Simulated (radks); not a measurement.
Question: The potassium ion K11+, configuration [He] 2s2 2p4. Method: scalar-relativistic Kohn-Sham, PBEsol, spin-polarised, spherical densities, finite nucleus; open shells are filled with parallel spins first; Fermi nuclear charge, rms radius 3.4349 fm; computed with a radial shooting solver on a logarithmic mesh with Libxc functionals. Some entries of the table are withheld. Estimate them.

orbital,occ.,eigenvalue (eV),r(max) (bohr),<r^2> (bohr^2)
1s up,1,-3898.982,0.05305,0.008819
1s down,1,-3892.754,0.05301,0.008790
2s up,1,-672.6618,(1),0.1580
2s down,1,-661.8017,(2),0.1600
2p up,3,-609.8663,(3),(4)
2p down,1,-597.0669,(5),(6)

Answer: 
(1) 2s up r(max) (bohr): 0.3080
(2) 2s down r(max) (bohr): 0.3092
(3) 2p up r(max) (bohr): 0.2499
(4) 2p up <r^2> (bohr^2): 0.1278
(5) 2p down r(max) (bohr): 0.2516
(6) 2p down <r^2> (bohr^2): 0.1303
